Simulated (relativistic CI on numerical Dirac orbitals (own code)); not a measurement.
**Fe³⁺ in a cubic cluster: 1s photoemission with charge transfer**

Computed with a charge-transfer multiplet model of a cubic metal-ligand cluster with up to 2 ligand holes, Slater and spin-orbit integrals from Dirac-Coulomb-Breit ions, Slater integrals scaled by 0.7. The parameters are those of a tetrahedral site (10Dq negative, t2 hopping the larger). The ground state mixes d5 with configurations of k ligand holes L, whose averages lie at kΔ + k(k − 1)U_dd/2; a core hole lowers each added d electron by U_cd. 300 K, Lorentzian 1.1 eV and Gaussian 0.6 eV FWHM.

Atomic integrals in eV (Slater integrals scaled, ζ unscaled), ground: F2dd 8.389, F4dd 5.243, zeta_d 0.056; with the core hole: F2dd 9.558, F4dd 6.003, zeta_d 0.082, G2cd 0.053.

Cluster parameters (eV): Δ = 3.8, U_dd = 6.1, U_cd = 7.2, 10Dq = -0.2, 10Dq(ligand) = 0, final-state hopping factor = 0.8.

| Case | n_d | d5 | d6L | d7L2 | S |
| --- | --- | --- | --- | --- | --- |
| V(eg) = 0.35 eV, V(t2g) = -0.59 eV | 5.03 | 0.97 | 0.03 | 0.00 | 2.50 |
| V(eg) = 0.95 eV, V(t2g) = -1.61 eV | 5.19 | 0.82 | 0.18 | 0.01 | 2.50 |
| V(eg) = 1.25 eV, V(t2g) = -2.12 eV | 5.28 | 0.74 | 0.25 | 0.02 | 2.50 |

Weights, n_d and S are thermal averages at 300 K. Binding energies count from the first peak over 30 % of the highest in each spectrum, which can be another peak from case to case. The parameters are a model scan and need not match a compound or its usual spin state. Peaks in eV (height, largest 100):
- V(eg) = 0.35 eV, V(t2g) = -0.59 eV: 0.0 (69), 2.1 (100)
- V(eg) = 0.95 eV, V(t2g) = -1.61 eV: 0.0 (100), 4.9 (47)
- V(eg) = 1.25 eV, V(t2g) = -2.12 eV: 0.0 (100), 6.1 (32)

Curve for V(eg) = 1.25 eV, V(t2g) = -2.12 eV (points under 2 left out, the grid thinned):

| E (eV) | Intensity |
| --- | --- |
| -3.9 | 2.5 |
| -3.6 | 2.9 |
| -3.3 | 3.4 |
| -3.0 | 4.1 |
| -2.7 | 5.1 |
| -2.4 | 6.4 |
| -2.1 | 8.3 |
| -1.8 | 11.1 |
| -1.5 | 15.8 |
| -1.2 | 23.8 |
| -0.9 | 38.0 |
| -0.7 | 52.8 |
| -0.4 | 80.7 |
| -0.1 | 99.7 |
| 0.2 | 90.8 |
| 0.5 | 63.6 |
| 0.8 | 39.5 |
| 1.1 | 24.8 |
| 1.4 | 16.7 |
| 1.7 | 12.1 |
| 2.0 | 9.4 |
| 2.3 | 7.7 |
| 2.6 | 6.6 |
| 2.9 | 5.7 |
| 3.2 | 5.0 |
| 3.5 | 4.7 |
| 3.8 | 4.6 |
| 4.1 | 4.9 |
| 4.4 | 5.6 |
| 4.7 | 7.0 |
| 5.0 | 9.6 |
| 5.3 | 14.6 |
| 5.6 | 22.5 |
| 5.9 | 30.3 |
| 6.1 | 32.0 |
| 6.4 | 27.0 |
| 6.7 | 18.3 |
| 7.0 | 11.4 |
| 7.3 | 7.4 |
| 7.6 | 5.2 |
| 7.9 | 3.9 |
| 8.2 | 3.1 |
| 8.5 | 2.6 |
| 8.8 | 2.3 |
| 9.1 | 2.1 |

For the case V(eg) = 0.95 eV, V(t2g) = -1.61 eV, Δ = 3.8 eV is smaller than U_dd = 6.1 eV, the charge-transfer side of the Zaanen-Sawatzky-Allen scheme. With the core hole the average of the configuration with one ligand hole lies at Δ − U_cd = -3.4 eV before mixing: it lies below the unscreened one, so the lowest final states are mostly screened and the unscreened weight appears at higher binding energy as a satellite.
